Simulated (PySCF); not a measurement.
**Correlation energy of As (arsenic, neutral)**

[Ar] 3d10 4s1 4p3 5s1, high-spin 6S determinant (an excited configuration). Computed with PySCF 2.14 in aug-cc-pVTZ-PP with one added diffuse shell each of s, d, f type with ECP10MDF (7s5p5d3f, 68 functions), with scalar relativity through the core potential. Frozen: 3s2 3p6 3d10; 5 electrons correlated.

MP2 pair energies summed by pair of shells (mhartree):

```json
{"pair": "4p-4p", "energy": "-15.85", "share (%)": "61.3"}
{"pair": "4p-5s", "energy": "-6.47", "share (%)": "25.0"}
{"pair": "4s-4p", "energy": "-3.33", "share (%)": "12.9"}
{"pair": "4s-5s", "energy": "-0.22", "share (%)": "0.8"}
```

Total MP2 correlation energy: -25.87 mhartree.

Same-spin part -25.87 and opposite-spin part 0.00 mhartree; SCS-MP2 scales them by 1/3 and 6/5 to -8.62 mhartree.
